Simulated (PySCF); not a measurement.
## SMILES [Se]1N=CC(C/C=N\[H])=N1, C$_{4}$H$_{5}$N$_{3}$Se

Geometry:
| atom | x (Å) | y (Å) | z (Å) |
| --- | --- | --- | --- |
| N1 | -1.659 | 1.533 | -0.852 |
| C2 | -1.808 | 0.414 | -0.327 |
| C3 | -0.793 | -0.402 | 0.463 |
| C4 | 0.596 | -0.138 | 0.005 |
| C5 | 1.448 | -1.096 | -0.609 |
| N6 | 2.612 | -0.652 | -0.995 |
| Se7 | 2.735 | 1.069 | -0.616 |
| N8 | 1.111 | 1.069 | 0.082 |
| H9 | -0.729 | 1.944 | -0.745 |
| H10 | -2.788 | -0.047 | -0.412 |
| H11 | -0.904 | -0.097 | 1.508 |
| H12 | -1.023 | -1.465 | 0.384 |
| H13 | 1.196 | -2.132 | -0.764 |

Computed, not measured: PySCF 2.14.0, GIAO PBE0/pcSseg-1 magnetisability, rotational g tensor and spin-rotation constants, non-relativistic, gas phase. Geometry: GFN2-xTB.

The calculation is non-relativistic, which matters for the atoms heavier than Zn.

(1) Give the nuclear spin-rotation constants along the inertial axes (H = +C I·J) beside the isotropic shieldings.

(2) How do the rotational constants and the g tensor change when H9, H10, H11, H12, H13 are replaced by deuterium?

Results:

(1) Rotational constants 3.4985, 0.9194, 0.7822 GHz. A star marks the isotopologue with that one atom substituted, in its own axes.
| atom | isotope | Caa (kHz) | Cbb (kHz) | Ccc (kHz) | mean (kHz) | σ (ppm) |
| --- | --- | --- | --- | --- | --- | --- |
| N1 | 14N | 0.941 | 0.214 | 0.049 | 0.401 | -100.5 |
| N6 | 14N | 1.072 | 0.249 | 0.067 | 0.463 | -176.9 |
| N8 | 14N | 1.018 | 0.235 | 0.064 | 0.439 | -150.7 |
| H9 | 1H | 0.469 | -0.045 | -0.076 | 0.116 | 19.2 |
| H10 | 1H | 0.292 | -0.070 | -0.066 | 0.052 | 23.6 |
| H11 | 1H | -0.315 | -0.104 | 0.028 | -0.130 | 28.0 |
| H12 | 1H | -0.298 | 0.032 | -0.084 | -0.117 | 27.6 |
| H13 | 1H | -0.296 | 0.082 | -0.066 | -0.094 | 23.1 |
| C2 | 13C* | 1.746 | 0.305 | 0.197 | 0.749 | 23.1 |
| C3 | 13C* | 0.579 | 0.177 | 0.133 | 0.296 | 145.4 |
| C4 | 13C* | 1.615 | 0.344 | 0.194 | 0.717 | 24.4 |
| C5 | 13C* | 1.226 | 0.411 | 0.200 | 0.612 | 29.9 |
| Se7 | 77Se* | 11.676 | 2.843 | 2.270 | 5.597 | 350.8 |

For the geometry as given, no vibrational averaging.

(2) Constants 3.1346, 0.8611, 0.7293 GHz; g -0.0772, -0.0205, 0.0014, against -0.0849, -0.0222, 0.0015 before.
